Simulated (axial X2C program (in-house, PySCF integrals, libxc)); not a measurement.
Spin–orbit effects down a group: molecules with Se (ions), HF

Computed with an in-house relativistic program for diatomic molecules, spin-free (one-electron X2C) or two-component (2c: spin–orbit coupling with atomic mean-field Coulomb and Gaunt terms, which also bring small scalar terms), in Dyall basis sets with cores contracted in-house; open shells are unrestricted.

Basis sets: H dyall-av3z, Li dyall-av3z, Na dyall-av3z, Se dyall-acv3z.

```
molecule  spin-free state  Re (Å)  ωe (cm⁻¹)  De (eV)  2c state  Re 2c (Å)  ωe 2c (cm⁻¹)  De 2c (eV)
    SeH⁻   M_S = 0, Λ = 0   1.460     2470.1     2.45     Ω = 0      1.460        2464.7        2.35
   LiSe⁻   M_S = 0, Λ = 0   2.179      591.3     0.98     Ω = 0      2.181         589.4        0.90
   NaSe⁻   M_S = 0, Λ = 0   2.528      302.9     0.19     Ω = 0      2.531         299.9        0.10
```

(1) Work out the shifts from the spin-free to the two-component result.

Fragments in 2c: Se- + H, Se- + Li, Se- + Na. Each entry is the lowest single determinant of a limited PBE0 search at one distance. De goes to single-determinant-based atoms at the same level (for ions the charge split of lowest energy) and is withheld (n/a) where an atom does not fit its ground term or J level. Main or longest-lived isotopes. One determinant is a doubtful description, or other states lie close, for NaSe⁻; these need not be ground states, and all values refer to the states named.

Results:

(1) 

| molecule | 2c state | ΔRe (Å) | Δωe (cm⁻¹) | ΔDe (eV) |
| --- | --- | --- | --- | --- |
| SeH⁻ | Ω = 0 | 0.000 | -5.4 | -0.10 |
| LiSe⁻ | Ω = 0 | 0.002 | -1.9 | -0.08 |
| NaSe⁻ | Ω = 0 | 0.003 | -3.0 | -0.09 |

Shifts of one unit in the last digit are rounding.
